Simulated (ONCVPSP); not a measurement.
Cutoff test, Be, ONCV

```json
{"Element": "beryllium (Be)", "Generator": "ONCVPSP 4.0.1", "Type": "optimised norm-conserving Vanderbilt (ONCV)", "Functional": "PBE", "Relativity": "scalar-relativistic", "Frozen core": "none", "Valence charge": "4", "Reference configuration": "1s2 2s2", "Partial waves": "1s+2s: rc 0.75 bohr, ncon 4, nbas 8, qcut 24.7 1/bohr, 2 projectors; p scattering state at 0.22 Ha: rc 0.70 bohr, ncon 4, nbas 9, qcut 20.5 1/bohr, local; d scattering state at 0.39 Ha: rc 0.80 bohr, ncon 5, nbas 9, qcut 17.7 1/bohr, 3 projectors, debl 2.3 Ha", "Local potential": "the p channel", "Core correction": "none"}
```

Q: For each optimised wave give the share of its norm inside rc, the residual kinetic energy above qcut (Ha) and the cutoffs (Ha) for errors of 10, 1, 0.1 and 0.01 mHa per electron.

A:

```json
{"wave": "1s", "norm inside rc": "0.897", "residual KE": "1.6e-09", "10 mHa": "105.1", "1 mHa": "140.8", "0.1 mHa": "174.6", "0.01 mHa": "208.2"}
{"wave": "2s", "norm inside rc": "0.020", "residual KE": "1.7e-09", "10 mHa": "52.9", "1 mHa": "85.3", "0.1 mHa": "110.9", "0.01 mHa": "198.9"}
{"wave": "p projector 1", "norm inside rc": "0.044", "residual KE": "5.2e-08", "10 mHa": "16.0", "1 mHa": "46.0", "0.1 mHa": "86.0", "0.01 mHa": "133.7"}
{"wave": "d projector 1", "norm inside rc": "0.001", "residual KE": "7.1e-09", "10 mHa": "1.8", "1 mHa": "4.0", "0.1 mHa": "10.2", "0.01 mHa": "22.0"}
{"wave": "d projector 2", "norm inside rc": "0.013", "residual KE": "8.6e-08", "10 mHa": "7.9", "1 mHa": "17.8", "0.1 mHa": "31.4", "0.01 mHa": "61.2"}
{"wave": "d projector 3", "norm inside rc": "0.025", "residual KE": "6.8e-08", "10 mHa": "12.3", "1 mHa": "25.1", "0.1 mHa": "43.1", "0.01 mHa": "71.6"}
```

The occupied waves need 141 Ha and 175 Ha for 1 and 0.1 mHa. Rows with under 1 % of the norm inside rc give no meaningful cutoff. Note: ghosts flagged at negative energy: d at -116346.5 eV; no localised positive-energy state flagged. A true bound ghost makes a file unfit for plane-wave use. Its largest configuration-test error is +452 meV.
